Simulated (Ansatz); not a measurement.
Gas-phase electronic energies from Ansatz, PBE0-D4/def2-TZVP geometries. CBS: MP2 limit from def2 TZ/QZ plus the TZ coupled-cluster correction, frozen cores. DFT in def2-TZVPP. B3LYP here is the variant with VWN-RPA as its local correlation; programs differ in this. HSE06 is defined as in plane-wave codes. Elements past krypton have def2 core potentials. For Br, Ge, In outer-core shells are correlated without core-valence functions, which leaves a few kJ/mol of doubt a bond. Scalar relativity is left out up to krypton. Each species was taken in one conformer, which may not be the lowest.

`[NH2][In]([NH2])[Br]` + `[SH][GeH2][Cl]` → `[NH2][In]([SH])[Br]` + `[NH2][GeH2][Cl]`  (redistribution)

```csv
level,ΔE (kcal/mol),difference from CCSD(T)/CBS
PBE0-D4,-12.4,-0.5
r2SCAN0-D4,-13.1,-1.2
CAM-B3LYP-D4,-12.6,-0.7
ωB97M-V,-12.5,-0.6
PBE-QIDH,-12.9,-1.0
PBE,-11.5,0.4
BLYP,-11.6,0.3
B3LYP,-12.4,-0.5
r2SCAN0,-13.1,-1.2
HSE06,-12.5,-0.6
CAM-B3LYP,-12.6,-0.7
HF/def2-SVP,-17.0,-5.1
CCSD/def2-SVP,-14.7,-2.8
HF/def2-TZVPP,-15.0,-3.1
SCS-MP2/def2-TZVPP,-12.4,-0.5
HF/def2-QZVPP,-14.8,-2.9
CCSD(T)/CBS,-11.9,0
```

Largest T1 diagnostic among the species: 0.012.

In def2-TZVPP, CCSD(T) changes the Hartree–Fock value by +2.6 kcal/mol (the triples alone add +0.3 kcal/mol) and MP2 by +2.5 kcal/mol. From BLYP to BHLYP (50 % exact exchange), in def2-TZVPP and without D4, ΔE moves by −1.9 kcal/mol. At CCSD(T), def2-SVP lies −2.6 kcal/mol from the extrapolated value and def2-TZVPP −0.5 kcal/mol.
